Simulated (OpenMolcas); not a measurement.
3d2 along the 20-electron sequence

```yaml
Program: OpenMolcas 26.06
Method: CASSCF
Basis: ANO-R2
Scalar_Hamiltonian: X2C, finite nucleus
Spin-orbit_coupling: RASSI with atomic mean-field integrals over the reference wave functions, term energies averaged over their components
```

Active space for each ion: 2 electrons in 10 orbitals (3d 4d).

Computed levels in cm-1 above 3F2:

```
                               Level   Ti2+    V3+   Cr4+   Mn5+
                                 3F3    189    317    514    740
                                 3F4    435    729   1173   1680
                                 1D2  10794  13606  16138  18442
                                 3P0  12987  16145  18951  21482
                                 3P1  13051  16252  19128  21742
                                 3P2  13184  16485  19521  22329
                                 1G4  16630  20914  24769  28241
                                 1S0  39291  49891  59073  67487
weight of 3F in the lowest level (%)    100    100    100    100
```

Measured, with the error of the calculation in %. Measured levels: Ti2+ from Corliss and Sugar, J. Phys. Chem. Ref. Data 8, 1 (1979); V3+ from Sugar and Corliss, J. Phys. Chem. Ref. Data 7, 1191 (1978); Cr4+ from Sugar and Corliss, J. Phys. Chem. Ref. Data 6, 317 (1977); Mn5+ from Corliss and Sugar, J. Phys. Chem. Ref. Data 6, 1253 (1977).

```
Level           Ti2+            V3+           Cr4+           Mn5+
  3F3     185 (+2.1)     325 (-2.5)     508 (+1.1)     746 (-0.8)
  3F4     420 (+3.5)     735 (-0.8)    1142 (+2.8)    1669 (+0.7)
  1D2   8474 (+27.4)  10959 (+24.2)  13188 (+22.4)  15336 (+20.3)
  3P0  10538 (+23.2)                 15492 (+22.3)  17782 (+20.8)
  3P1  10604 (+23.1)  13239 (+22.8)  15677 (+22.0)  18057 (+20.4)
  3P2  10721 (+23.0)  13458 (+22.5)  16041 (+21.7)  18628 (+19.9)
  1G4  14398 (+15.5)  18391 (+13.7)  22019 (+12.5)  25511 (+10.7)
  1S0  32476 (+21.0)  42462 (+17.5)  51146 (+15.5)
```

The fine-structure level 3F4 changes by a factor of 3.86 from Ti2+ to Mn5+. Its fourth root runs 4.57, 5.20, 5.85, 6.40, with steps per unit of Z of 0.63, 0.66, 0.55; equal steps would mean a (Z - σ)^4 law with constant σ.

1D2 changes by a factor of 1.71 over the same range, with steps per unit of Z of +2810, +2530, +2300 cm-1.

Without dynamic correlation excited terms often stand tens of per cent too high (terms of higher spin than the ground term too low), and those without a measured partner can miss by more than the paired ones. Active for correlation alone: 4d; no level in the range computed is led by a configuration that fills it, so any true level of that kind is missing. Measured partners are found by configuration, term and J. A level has none where our copy of the source lacks it or the pairing is in doubt (some pairs that miss far off the trend of their configuration count as doubtful), and it then counts in no deviation. Levels of configurations outside the active space are missing.
